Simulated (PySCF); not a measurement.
SMILES C(C)(=O)CC[SeH], GFN2-xTB optimised geometry.

```
14

C      2.13     0.66     0.00
C      0.62     0.66     0.00
O     -0.03     1.68     0.00
C     -0.01    -0.71    -0.01
C     -1.51    -0.67    -0.26
Se    -2.52     0.18     1.22
H      2.47     0.46    -1.01
H      2.52    -0.11     0.66
H      2.50     1.64     0.30
H      0.48    -1.32    -0.78
H      0.20    -1.18     0.95
H     -1.74    -0.11    -1.16
H     -1.92    -1.68    -0.34
H     -1.99     1.49     0.99
```

Density from PBE0/def2-TZVP run with PySCF 2.14.0 at that geometry.

Minimum of the electron density along straight lines between bonded atoms, close to the bond critical point (lines longer than 1.1 times the sum of covalent radii, or with two minima, are not listed):

| bond | length / Å | ρ at the minimum / e bohr⁻³ | ∇²ρ there / e bohr⁻⁵ | position (fraction from the first atom) |
|---|---|---|---|---|
| C1–C2 | 1.505 | 0.263 | -0.70 | 0.49 |
| C2–O3 | 1.206 | [?] | 0.01 | 0.33 |
| C2–C4 | 1.514 | 0.260 | -0.68 | 0.51 |
| C4–C5 | 1.518 | 0.250 | -0.63 | 0.50 |
| C5–Se6 | 1.975 | 0.143 | [?] | 0.48 |
| C1–H7 | 1.089 | 0.274 | -0.93 | 0.64 |
| C1–H8 | 1.086 | 0.279 | -0.95 | 0.64 |
| C1–H9 | 1.087 | 0.281 | -0.97 | 0.65 |
| C4–H10 | 1.093 | 0.275 | -0.93 | 0.64 |
| C4–H11 | 1.094 | 0.275 | -0.93 | 0.64 |
| C5–H12 | 1.090 | 0.282 | -0.98 | 0.65 |
| C5–H13 | 1.092 | 0.280 | -0.97 | 0.65 |
| Se6–H14 | 1.434 | 0.190 | [?] | 0.63 |

**Question.** Complete the blanks.

**Answer.** 
- C2–O3, ρ at the minimum / e bohr⁻³: 0.424
- C5–Se6, ∇²ρ there / e bohr⁻⁵: -0.15
- Se6–H14, ∇²ρ there / e bohr⁻⁵: -0.37
